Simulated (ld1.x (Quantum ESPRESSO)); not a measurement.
# Sn: one change to a TM potential, before and after

```json
{"Element": "tin (Sn)", "Generator": "ld1.x (Quantum ESPRESSO) 7.5", "Type": "norm-conserving Troullier–Martins (Kleinman–Bylander form)", "Functional": "PBE", "Relativity": "fully relativistic", "Frozen core": "[Kr] 4d10", "Valence charge": "4", "Reference configuration": "5s1 5p3", "Partial waves": "5s (bound): rc 1.80 bohr; 5p (bound): rc 2.75 bohr", "Local potential": "all-electron potential smoothed inside 2.35 bohr (lloc = -1)", "Core correction": "none"}
```

Open shells are filled in proportion to 2j + 1 (rel_dist='average').

Change: reference 5s2 5p2.

Cutoffs: the cutoffs (Ry, on a coarse ladder) from which the occupation-weighted sum of valence levels, in a spherical-Bessel basis at the reference potential, stays within 10 and 1 mRy of its value at 400 Ry; they do not see the model core or the augmentation charge, which bear on the density cutoff. Errors are all-electron minus pseudo energies relative to the spin-unpolarised reference configuration.

Problem. What does the change do?

Solution. The potential gets harder (12 Ry and 30 Ry → 21 Ry and 45 Ry); neither file shows a bound ghost.

| quantity | base | changed |
| --- | --- | --- |
| cutoff, loose | 12 Ry | 21 Ry |
| cutoff, tight | 30 Ry | 45 Ry |
| bound ghosts | none | none |
| largest error over its own tests, meV | +41 | +161 |
| s: phases at 2.99 bohr within 0.05 rad from the reference energy up to (Ry; the scan ends near 5) | 1.1 | 1.2 |
| p1/2: phases at 2.99 bohr within 0.05 rad from the reference energy up to (Ry; the scan ends near 5) | 1.8 | 1.9 |
| p3/2: phases at 2.99 bohr within 0.05 rad from the reference energy up to (Ry; the scan ends near 5) | 1.8 | 1.9 |
